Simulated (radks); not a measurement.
Values are calculated unless marked as measured or tabulated.
Task: Species: Sm. Configuration: [Xe] 4f6 6s1 7f1 (not the ground configuration). Code: a radial shooting solver on a logarithmic mesh with Libxc functionals. Model: Dirac Kohn-Sham, LDA (Slater exchange, Perdew-Wang correlation), spin-unpolarised, spherical densities, finite nucleus; open shells fill j = l - 1/2 first; Fermi nuclear charge, rms radius 5.0819 fm.

Spin-orbit splittings of the eigenvalues, e(l+1/2) - e(l-1/2), with zeta = 2 splitting/(2l+1) and mean radii in bohr:

shell  occ.  splitting (eV)   zeta (eV)  <r> j=l-1/2  <r> j=l+1/2
2p        6           602.1       401.4      0.08076      0.08738
3p        6               ?           ?       0.2444       0.2572
3d       10           26.50       10.60       0.2287       0.2327
4p        6           26.90       17.93       0.5935       0.6229
4d       10           4.801       1.920       0.6654       0.6759
4f        6          0.5405      0.1544        1.001        1.021
5p        6           3.580       2.387        1.593        1.691
7f        1       0.0002504  0.00007155        42.01        41.93

Estimate the 3p splitting.

Result: 121.9 eV (zeta = 81.24 eV).
